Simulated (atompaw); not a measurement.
**What the settings do to the PAW (atompaw) potential of B (Z = 5)**

Base potential:

```json
{
 "Element": "boron",
 "Generator": "atompaw 4.2.0.5",
 "Type": "PAW",
 "Functional": "PBE",
 "Relativity": "scalar-relativistic",
 "Frozen core": "[He]",
 "Valence charge": "3",
 "Reference configuration": "2s2 2p1",
 "Partial waves": "2s (bound): rc 3.00 bohr; 2s channel at -0.05 Ry: rc 1.15 bohr; 2p (bound): rc 3.00 bohr; 2p channel at 0.9 Ry: rc 3.00 bohr",
 "Local potential": "ultrasoft scheme with l = 2 at 0 Ry, radius 2.40 bohr",
 "Core correction": "smooth core density matched at 2.25 bohr",
 "Augmentation charge": "sinc compensation charge, radius 2.35 bohr; PAW radius 3.00 bohr; waves and projectors: modrrkj vanderbiltortho"
}
```

All-electron outer shells of the reference configuration (PBE, scalar-relativistic, ld1.x):

```
shell  level (eV)  outermost node (bohr)  outermost maximum (bohr)
   1s     -180.59                      –                      0.21
   2s       -9.44                   0.46                      1.52
   2p       -3.61                      –                      1.57
```

Cutoffs, loose and tight: the cutoffs (Ry, on a coarse ladder) from which the occupation-weighted sum of valence levels, in a spherical-Bessel basis at the reference potential, stays within 10 and 1 mRy of its value at 400 Ry. They see the waves, projectors and local potential, not the compensation charge or the core. A dash means not determined.

A true bound ghost makes a file unfit for plane-wave use even where its test errors are small: the radial tests pick states by their node count and pass the ghost by.

```tsv
change	outcome	cutoff, loose	cutoff, tight	bound ghosts
base	generated	6 Ry	6 Ry	s
local potential ultrasoft scheme with l = 2 at 0 Ry, radius 1.46 bohr	generated	6 Ry	6 Ry	s
all radii scaled by about 0.96 (s 2.88, p 2.88 bohr); local potential ultrasoft scheme with l = 2 at 0 Ry, radius 2.30 bohr; augmentation sinc compensation charge, radius 2.26 bohr; PAW radius 2.88 bohr; waves and projectors: modrrkj vanderbiltortho; core correction smooth core density matched at 2.16 bohr	generated	6 Ry	8 Ry	s
local potential bessel scheme, radius 2.40 bohr	generated	6 Ry	6 Ry	none
reference 2s1.75 2p1.25	generated	6 Ry	8 Ry	s
waves 2s (bound); 2s channel at -0.05 Ry; 2p (bound); 2p channel at 0.9 Ry; augmentation sinc compensation charge, radius 2.35 bohr; PAW radius 3.00 bohr; waves and projectors: bloechl	generated	8 Ry	12 Ry	none
core correction smooth core density matched at 2.76 bohr	generated	6 Ry	6 Ry	s
augmentation gaussian compensation charge, radius 2.35 bohr; PAW radius 3.00 bohr; waves and projectors: modrrkj vanderbiltortho	generated	6 Ry	6 Ry	s
```
